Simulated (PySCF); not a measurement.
C₄H₁₀Si, SMILES `C=[SiH]C(C)C` (C–Si–C–C torsion 1°), neutral singlet in the gas phase. 

Cartesian coordinates (Å):
SMILES: [SiH](=C)C(C)C
```xyz
15

C      2.3001     1.0829     0.0897
Si     1.3159    -0.1409    -0.5615
C     -0.5551    -0.2024    -0.4393
C     -1.1061     0.9881     0.3377
C     -1.0224    -1.5332     0.1520
H      3.3797     1.0556    -0.0050
H      1.9006     1.9379     0.6231
H      1.9159    -1.2943    -1.2775
H     -0.9229    -0.1460    -1.4730
H     -0.7473     0.9821     1.3704
H     -2.1994     0.9539     0.3668
H     -0.8109     1.9395    -0.1098
H     -0.6966    -1.6377     1.1907
H     -0.6366    -2.3907    -0.4053
H     -2.1150    -1.5947     0.1410
```
Charge 0, spin multiplicity 1.

All levels are single points at this geometry (PBE0-D3(BJ)/def2-TZVP); Pople sets use spherical d functions. Orbital energies aren't observables, and empty levels follow the basis.

```tsv
level	HOMO (eV)	LUMO (eV)	gap (eV)	dipole (D)	vertical IE, Delta-SCF (eV)
PBE-D3(BJ)/def2-TZVP in PySCF	-5.25	-1.52	3.73	1.67	–
PBE0-D3(BJ)/def2-TZVP in PySCF	-6.21	-0.68	5.53	1.78	–
ωB97X-D3(BJ)/def2-TZVP in PySCF	-8.48	1.33	9.80	1.90	–
B3LYP/6-311+G** in PySCF	-6.04	-0.93	5.11	1.76	–
B3LYP/LANL2DZ in PySCF	-6.02	-0.67	5.35	1.51	–
BP86/6-31G* in PySCF	-5.12	-1.21	3.91	1.38	–
M06-2X/6-31G* in PySCF	-7.09	0.46	7.56	1.46	–
SVWN5/6-31G* in PySCF	-5.15	-1.29	3.86	1.38	8.38
HF/3-21G in PySCF	-8.17	3.17	11.34	1.51	–
```
